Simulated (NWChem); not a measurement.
Species: C2H3ClF2Si; SMILES [SiH2](/C=C(/F)Cl)F

```xyz
9

F     -0.4298     2.9828     0.0000
Si     0.4213     1.6085     0.0000
C     -0.8326     0.2310     0.0000
C     -0.5471    -1.0676     0.0000
F     -1.4606    -2.0355     0.0000
Cl     1.0658    -1.7299     0.0000
H      1.2695     1.5728     1.2166
H      1.2695     1.5728    -1.2166
H     -1.8943     0.4742     0.0000
```
Atoms are numbered in this order, from 1.

Results from NWChem. All runs use the structure optimised with B3LYP/6-31G* (spherical d). Level: PBE0/def2-SVP with SMD (1 M gas to 1 M solution), gas-phase geometry. Reactions with the solvent are ignored.

Question: Estimate the computed values for solvent water. Quantities: solvation free energy (kcal/mol); cavity-dispersion-structure term (kcal/mol); dipole in solution (D).

Answer: The solvation free energy (kcal/mol) comes out as 2.2 and the cavity-dispersion-structure term (kcal/mol) comes out as 4.5. The dipole in solution (D) comes out as 0.58.
